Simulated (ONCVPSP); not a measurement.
# What one change does to a pseudopotential (bismuth (Bi), ONCV)

bismuth, optimised norm-conserving Vanderbilt (ONCV), made with ONCVPSP 4.0.1 (LDA (Perdew-Zunger), fully relativistic). Core [Xe] 4f14 5d10, reference 6s2 6p3. Waves: 6s: rc 1.90 bohr, ncon 5, nbas 8, qcut 2.7 1/bohr, 1 projector; 6p: rc 2.00 bohr, ncon 3, nbas 6, qcut 3.8 1/bohr, 1 projector. Local part: polynomial inside 1.65 bohr (lpopt 5, dvloc0 1 Ha). Core correction: Teter function, fcfact 3.5, rcfact 1.75.

Open shells are filled in proportion to 2j + 1.

Change: s: rc 1.66.

Cutoffs: the cutoffs (Ha) at which the residual kinetic energy of the hardest occupied pseudo-wave falls to 1 and 0.1 mHa per electron; they do not see the model core or the augmentation charge, which bear on the density cutoff. Errors are all-electron minus pseudo energies relative to the spin-unpolarised reference configuration.

How do hardness, ghosts and transferability respond?

The potential gets harder (21 Ha and 29 Ha → 56 Ha and 64 Ha); both files keep a bound ghost (s); of the 4 tests that both files solve, the error grows in 1 and shrinks in 0 by more than 15 % and 0.3 meV (median size 177.8 → 179.3 meV). A smaller radius makes the pseudo-wave follow the all-electron one further in, where it bends more sharply, so more plane waves are needed.

```tsv
quantity	base	changed
cutoff, loose	21 Ha	56 Ha
cutoff, tight	29 Ha	64 Ha
loose cutoff by channel	s 21 Ha, p 6.9 Ha	s 56 Ha, p 6.9 Ha
bound ghosts	s	s
GHOST(+) flags under 300 eV	p1/2 at 25.8 eV	p1/2 at 25.8 eV
error for 6s2 6p2, meV [ΔE 8.31 eV]	-54	-54
error for 6s2 6p1, meV [ΔE 24.05 eV]	-302	-305
error for 6s2 6p0, meV [ΔE 47.98 eV]	-928	-933
error for 6s1 6p4, meV [ΔE 9.94 eV]	-17	-21
p3/2: phases at 2.03 bohr within 0.05 rad from the reference energy up to (Ha; the scan ends near 5)	0.1	0.1
p1/2: phases at 2.03 bohr within 0.05 rad from the reference energy up to (Ha; the scan ends near 5)	0.5	0.5
rms error of d²Exc/dni dnj with the model core, mHa	1.37	1.25
```

 A true bound ghost makes a file unfit for plane-wave use even where its test errors are small: the radial tests pick states by their node count and pass the ghost by.
